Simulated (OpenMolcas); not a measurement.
Ag4+ among 3 point charges of -1.5 e arranged as a planar triangle (D3h).

```json
{
 "Program": "OpenMolcas 26.06",
 "Method": "SS-CASPT2, IPEA 0.25 Eh, imaginary shift 0.1 Eh (closed shells correlated: 4s 4p)",
 "Basis": "ANO-RCC-VDZP [6s5p3d1f]",
 "Scalar Hamiltonian": "DKH2, point nucleus",
 "Active space": "7 electrons in 5 orbitals (4d)",
 "State averaging": "2S+1 = 4 even, 10 roots; 2S+1 = 2 even, 40 roots",
 "Spin-orbit coupling": "RASSI with atomic mean-field integrals over the reference wave functions"
}
```

All point charges move together. At R = 1.98 Å the first state of the same spin is 890 cm-1, and at R = 2.13 Å it is 680 cm-1.

A third run gives 1020 cm-1. What distance was it run at?

With a power law R^-n the two known points give n = -ln(680 / 890) / ln(2.13 / 1.98) = 3.69. Then R = 1.98 × (890 / 1020)^(1/3.69) = 1.908 Å. The run was at 1.89 Å, so the estimate is off by +0.018 Å.

Roots that are degenerate in the reference are averaged as groups; the widest CASPT2 spread within a group is 96 cm-1 (the 2-fold group of multiplicity 4 near 5730 cm-1 above the lowest state of its run, R = 1.89). Shifts and gaps below about the spread of the groups concerned are not significant. Point charges give a weaker field than real ligands, and real ions of this kind are as a rule low spin; the high spin found here belongs to the model. Free-ion shares, where given, are those of the reference states; single-state CASPT2 does not remix them. Spin-orbit coupling mixes the spin-free states strongly: the lowest level takes only 59 % from its leading state, 4A2 (figures for R = 1.89; the like holds for R = 1.98, R = 2.13). The ground term spreads over less than 5000 cm-1, several times less than with real ligands, so orbital moments are less quenched and χT lies further from the spin-only value than at real sites (holds for R = 2.13). This is an electrostatic model: the charges have no orbitals. No measured value stands beside these numbers.
